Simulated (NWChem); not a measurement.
System: C₂H₆OSi; SMILES C=CO[SiH3]

```xyz
10

C      0.0739     2.3663    -0.0829
C     -0.3519     1.1228     0.1354
O      0.4521     0.0406     0.0344
Si    -0.0348    -1.5619    -0.0368
H      1.1077     2.5647    -0.3739
H     -0.6152     3.2029     0.0352
H     -1.3920     0.9205     0.4316
H     -0.5525    -1.9002    -1.3959
H      1.1700    -2.3740     0.2720
H     -1.1140    -1.8032     0.9697
```
Atoms are numbered in this order, from 1.

All runs use the structure optimised with PBE0/def2-SVP.

Q: Give the principal values of the shielding tensors (ppm) of C1, C2, O3, Si4 from PBE/pcSseg-1, GIAO (NWChem), with their diamagnetic and paramagnetic parts as GIAO splits them.

A: 
| atom | σ11 | σ22 | σ33 | isotropic | diamagnetic | paramagnetic |
|---|---|---|---|---|---|---|
| C1 | -18.9 | 112.9 | 152.7 | 82.2 | 255.0 | -172.8 |
| C2 | -73.4 | 61.0 | 94.1 | 27.2 | 254.8 | -227.6 |
| O3 | 107.5 | 233.3 | 309.1 | 216.6 | 397.3 | -180.7 |
| Si4 | 311.0 | 327.8 | 453.6 | 364.1 | 880.7 | -516.6 |
